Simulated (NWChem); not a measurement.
System: SiN2H4Cl2; SMILES [Si](N)(Cl)(N)Cl

Here is an NWChem input.

```
start job
memory heap 200 mb stack 900 mb global 1100 mb
geometry units angstroms noautoz
  N      0.289156    -1.362028    -1.371088
  Si     0.000000     0.000000    -0.367398
  N     -0.289156     1.362028    -1.371088
  Cl     1.662733     0.084694     0.893424
  Cl    -1.662733    -0.084694     0.893424
  H     -0.427782    -1.628840    -2.050509
  H      0.755662    -2.179206    -0.971654
  H      0.427782     1.628840    -2.050509
  H     -0.755662     2.179206    -0.971654
end
basis spherical
  * library def2-svp
end
dft
  xc xpbe96 cpbe96
  iterations 150
end
task dft gradient
```

NWChem printed, in part:

```
             Northwest Computational Chemistry Package (NWChem) 7.3.0
             --------------------------------------------------------

 C2  symmetry detected

                             Geometry "geometry" -> ""
                             -------------------------

 Output coordinates in angstroms (scale by  1.889725989 to convert to a.u.)

  No.       Tag          Charge          X              Y              Z
 ---- ---------------- ---------- -------------- -------------- --------------
    1 N                    7.0000     0.32152127    -1.35475294    -1.37098627
    2 Si                  14.0000     0.00000000     0.00000000    -0.36729627
    3 N                    7.0000    -0.32152127     1.35475294    -1.37098627
    4 Cl                  17.0000     1.66024346     0.12428094     0.89352573
    5 Cl                  17.0000    -1.66024346    -0.12428094     0.89352573
    6 H                    1.0000    -0.38885705    -1.63856870    -2.05040727
    7 H                    1.0000     0.80736235    -2.16058554    -0.97155227
    8 H                    1.0000     0.38885705     1.63856870    -2.05040727
    9 H                    1.0000    -0.80736235     2.16058554    -0.97155227

 Effective nuclear repulsion energy (a.u.)     369.5409449414

      Symmetry information
      --------------------

 Group name             C2
 Group number              4
 Group order               2
 No. of unique centers     5

  pbe96 is a nonlocal functional; adding pw91lda local functional.

                                 NWChem DFT Module
                                 -----------------

 Summary of "ao basis" -> "ao basis" (spherical)
 ------------------------------------------------------------------------------
       Tag                 Description            Shells   Functions and Types
 ---------------- ------------------------------  ------  ---------------------
 N                          def2-svp                 6       14   3s2p1d
 Si                         def2-svp                 8       18   4s3p1d
 Cl                         def2-svp                 8       18   4s3p1d
 H                          def2-svp                 3        5   2s1p

      Symmetry analysis of basis
      --------------------------

        a          52
        b          50

            General Information
            -------------------
          SCF calculation type: DFT
          Wavefunction type:  closed shell.
          No. of atoms     :     9
          No. of electrons :    66
           Alpha electrons :    33
            Beta electrons :    33
          Charge           :     0
          Spin multiplicity:     1
          Use of symmetry is: on ; symmetry adaption is: on
          Maximum number of iterations: 150
          AO basis - number of functions:   102
                     number of shells:    48
          Convergence on energy requested:  1.00D-06
          Convergence on density requested:  1.00D-05
          Convergence on gradient requested:  5.00D-04

              XC Information
              --------------
          PerdewBurkeErnzerhof Exchange Functional  1.000
            Perdew 1991 LDA Correlation Functional  1.000 local
           PerdewBurkeErnz. Correlation Functional  1.000 non-local

             Grid Information
             ----------------
          Grid used for XC integration:  medium
          Radial quadrature: Mura-Knowles
          Angular quadrature: Lebedev.
          Tag              B.-S. Rad. Rad. Pts. Rad. Cut. Ang. Pts.
          ---              ---------- --------- --------- ---------
          N                   0.65       49          10.0       434
          Si                  1.10       88           8.0       590
          Cl                  1.00       88          11.0       590
          H                   0.35       45          12.0       434
          Grid pruning is: on
          Number of quadrature shells:   315
          Spatial weights used:  Erf1

      Superposition of Atomic Density Guess
      -------------------------------------

 Sum of atomic energies:       -1317.87106195

      Non-variational initial energy
      ------------------------------

 Total energy =   -1319.685342
 1-e energy   =   -2556.239095
 2-e energy   =     867.012809
 HOMO         =      -0.360649
 LUMO         =       0.056593

      Symmetry analysis of molecular orbitals - initial
      -------------------------------------------------

  Numbering of irreducible representations:

     1 a           2 b

  Orbital symmetries:

     1 a           2 b           3 a           4 a           5 b
     6 a           7 b           8 a           9 b          10 b
    11 a          12 b          13 a          14 a          15 b
    16 a          17 b          18 a          19 b          20 a
    21 b          22 a          23 a          24 b          25 a
    26 b          27 b          28 a          29 b          30 a
    31 b          32 b          33 a          34 a          35 b
    36 a          37 b          38 a          39 b          40 b
    41 a          42 a          43 a

   convergence    iter        energy       DeltaE   RMS-Dens  Diis-err
 ---------------- ----- ----------------- --------- --------- ---------
 d= 0,ls=0.0,diis     1  -1320.7608321679 -1.69D+03  1.45D-02  8.63D-01
 d= 0,ls=0.0,diis     2  -1320.6926818615  6.82D-02  9.78D-03  1.25D+00
 d= 0,ls=0.0,diis     3  -1320.8381183849 -1.45D-01  2.21D-03  8.97D-02
 d= 0,ls=0.0,diis     4  -1320.8476925251 -9.57D-03  9.07D-04  8.88D-03
 d= 0,ls=0.0,diis     5  -1320.8488692679 -1.18D-03  1.55D-04  4.08D-04
  Resetting Diis
 d= 0,ls=0.0,diis     6  -1320.8489194651 -5.02D-05  2.47D-05  4.85D-06
 d= 0,ls=0.0,diis     7  -1320.8489200372 -5.72D-07  1.20D-05  3.48D-07
 d= 0,ls=0.0,diis     8  -1320.8489200368  4.42D-10  5.99D-06  3.42D-07

         Total DFT energy =    -1320.848920036804
      One electron energy =    -2560.099074306240
           Coulomb energy =      961.876493144489
    Exchange-Corr. energy =      -92.167283816496
 Nuclear repulsion energy =      369.540944941443

 Numeric. integr. density =       65.999994955079

                  Occupations of the irreducible representations
                  ----------------------------------------------

                     irrep           alpha         beta
                     --------     --------     --------
                     a                17.0         17.0
                     b                16.0         16.0

                       DFT Final Molecular Orbital Analysis
                       ------------------------------------

 Vector   31  Occ=2.000000D+00  E=-2.628825D-01  Symmetry=b
              MO Center=  1.2D-13,  5.5D-15,  6.9D-01, r^2= 4.2D+00
   Bfn.  Coefficient  Atom+Function         Bfn.  Coefficient  Atom+Function
  ----- ------------  ---------------      ----- ------------  ---------------
    57      0.359079  4 Cl px                75      0.359079  5 Cl px
    54      0.265897  4 Cl px                72      0.265897  5 Cl px
    59     -0.243421  4 Cl pz                77      0.243421  5 Cl pz
    56     -0.190287  4 Cl pz                74      0.190287  5 Cl pz
    51      0.154391  4 Cl px                69      0.154391  5 Cl px

 Vector   32  Occ=2.000000D+00  E=-2.321810D-01  Symmetry=a
              MO Center=  1.1D-14, -1.3D-14, -1.2D+00, r^2= 3.3D+00
   Bfn.  Coefficient  Atom+Function         Bfn.  Coefficient  Atom+Function
  ----- ------------  ---------------      ----- ------------  ---------------
     4      0.289940  1 N  px                36     -0.289940  3 N  px
     7     -0.240373  1 N  px                39      0.240373  3 N  px
     6     -0.236830  1 N  pz                38     -0.236830  3 N  pz
     9      0.196458  1 N  pz                41      0.196458  3 N  pz
    58     -0.118105  4 Cl py                76      0.118105  5 Cl py

 Vector   33  Occ=2.000000D+00  E=-2.308692D-01  Symmetry=b
              MO Center=  2.0D-14, -8.5D-15, -8.2D-01, r^2= 4.0D+00
   Bfn.  Coefficient  Atom+Function         Bfn.  Coefficient  Atom+Function
  ----- ------------  ---------------      ----- ------------  ---------------
     4      0.238507  1 N  px                36      0.238507  3 N  px
     6     -0.221073  1 N  pz                38      0.221073  3 N  pz
    59     -0.211341  4 Cl pz                77      0.211341  5 Cl pz
     7     -0.186936  1 N  px                39     -0.186936  3 N  px
     9      0.183242  1 N  pz                41     -0.183242  3 N  pz

 Vector   34  Occ=0.000000D+00  E= 3.929399D-03  Symmetry=a
              MO Center=  1.2D-15,  7.0D-16, -5.5D-01, r^2= 5.8D+00
   Bfn.  Coefficient  Atom+Function         Bfn.  Coefficient  Atom+Function
  ----- ------------  ---------------      ----- ------------  ---------------
     3      0.701322  1 N  s                 35      0.701322  3 N  s
    18     -0.656364  2 Si s                 17     -0.571842  2 Si s
    84     -0.465018  6 H  s                 94     -0.465018  8 H  s
    57     -0.334857  4 Cl px                75      0.334857  5 Cl px
    89     -0.330707  7 H  s                 99     -0.330707  9 H  s

 Vector   35  Occ=0.000000D+00  E= 3.055268D-02  Symmetry=a
              MO Center=  3.2D-16, -2.2D-15, -5.3D-01, r^2= 5.7D+00
   Bfn.  Coefficient  Atom+Function         Bfn.  Coefficient  Atom+Function
  ----- ------------  ---------------      ----- ------------  ---------------
     3      0.728254  1 N  s                 35      0.728254  3 N  s
    27      0.675742  2 Si pz                17      0.616674  2 Si s
    89     -0.551470  7 H  s                 99     -0.551470  9 H  s
    24      0.351980  2 Si pz                57      0.337726  4 Cl px
    75     -0.337726  5 Cl px                84     -0.258468  6 H  s

 Vector   36  Occ=0.000000D+00  E= 3.867195D-02  Symmetry=b
              MO Center= -1.2D-15, -1.1D-15, -1.1D+00, r^2= 6.8D+00
   Bfn.  Coefficient  Atom+Function         Bfn.  Coefficient  Atom+Function
  ----- ------------  ---------------      ----- ------------  ---------------
     3      0.966244  1 N  s                 35     -0.966244  3 N  s
    84     -0.671823  6 H  s                 94      0.671823  8 H  s
    26      0.557188  2 Si py                89     -0.435132  7 H  s
    99      0.435132  9 H  s                 25     -0.223910  2 Si px
    23      0.186220  2 Si py                58     -0.183751  4 Cl py

     Multipole analysis of the density
     ---------------------------------

     L   x y z        total         alpha         beta         nuclear
     -   - - -        -----         -----         ----         -------
     0   0 0 0     -0.000000    -33.000000    -33.000000     66.000000

     1   1 0 0     -0.000000     -0.000000     -0.000000      0.000000
     1   0 1 0     -0.000000     -0.000000     -0.000000     -0.000000
     1   0 0 1     -0.919480     -0.459740     -0.459740      0.000000

     2   2 0 0    -39.616680   -192.596491   -192.596491    345.576302
     2   1 1 0     -0.522025      2.055027      2.055027     -4.632079
     2   1 0 1      0.000000      0.000000      0.000000      0.000000
     2   0 2 0    -30.863100    -88.506610    -88.506610    146.150119
     2   0 1 1     -0.000000     -0.000000     -0.000000     -0.000000
     2   0 0 2    -36.421994   -135.421373   -135.421373    234.420753

            General Information
            -------------------
          SCF calculation type: DFT
          Wavefunction type:  closed shell.
          No. of atoms     :     9
          No. of electrons :    66
           Alpha electrons :    33
            Beta electrons :    33
          Charge           :     0
          Spin multiplicity:     1
          Use of symmetry is: on ; symmetry adaption is: on
          Maximum number of iterations: 150
          AO basis - number of functions:   102
                     number of shells:    48
          Convergence on energy requested:  1.00D-06
          Convergence on density requested:  1.00D-05
          Convergence on gradient requested:  5.00D-04

              XC Information
              --------------
          PerdewBurkeErnzerhof Exchange Functional  1.000
            Perdew 1991 LDA Correlation Functional  1.000 local
           PerdewBurkeErnz. Correlation Functional  1.000 non-local

             Grid Information
             ----------------
          Grid used for XC integration:  medium
          Radial quadrature: Mura-Knowles
          Angular quadrature: Lebedev.
          Tag              B.-S. Rad. Rad. Pts. Rad. Cut. Ang. Pts.
          ---              ---------- --------- --------- ---------
          N                   0.65       49          10.0       434
          Si                  1.10       88           8.0       590
          Cl                  1.00       88          11.0       590
          H                   0.35       45          12.0       434
          Grid pruning is: on
          Number of quadrature shells:   315
          Spatial weights used:  Erf1

          Convergence Information
          -----------------------
          Convergence aids based upon iterative change in
          total energy or number of iterations.
          Levelshifting, if invoked, occurs when the
          HOMO/LUMO gap drops below (HL_TOL):  1.00D-02
          DIIS, if invoked, will attempt to extrapolate
          using up to (NFOCK): 10 stored Fock matrices.

                    Damping( 0%)  Levelshifting(0.5)       DIIS
                  --------------- ------------------- ---------------
          dE  on:    start            ASAP                start
          dE off:    2 iters        150 iters           150 iters

                            NWChem DFT Gradient Module
                            --------------------------

  charge          =   0.00
  wavefunction    = closed shell

  Using symmetry

                         DFT ENERGY GRADIENTS

    atom               coordinates                        gradient
                 x          y          z           x          y          z
   1 N       0.607587  -2.560112  -2.590788   -0.000059   0.000234   0.000174
   2 Si      0.000000   0.000000  -0.694089    0.000000   0.000000   0.000012
   3 N      -0.607587   2.560112  -2.590788    0.000059  -0.000234   0.000174
   4 Cl      3.137405   0.234857   1.688519   -0.000485  -0.000034  -0.000400
   5 Cl     -3.137405  -0.234857   1.688519    0.000485   0.000034  -0.000400
   6 H      -0.734833  -3.096446  -3.874708    0.000008   0.000154   0.000117
   7 H       1.525694  -4.082915  -1.835968   -0.000047   0.000183   0.000103
   8 H       0.734833   3.096446  -3.874708   -0.000008  -0.000154   0.000117
   9 H      -1.525694   4.082915  -1.835968    0.000047  -0.000183   0.000103
```

Level: PBE/def2-SVP. The geometry was optimised at PBE-D3(BJ)/def2-SVP.
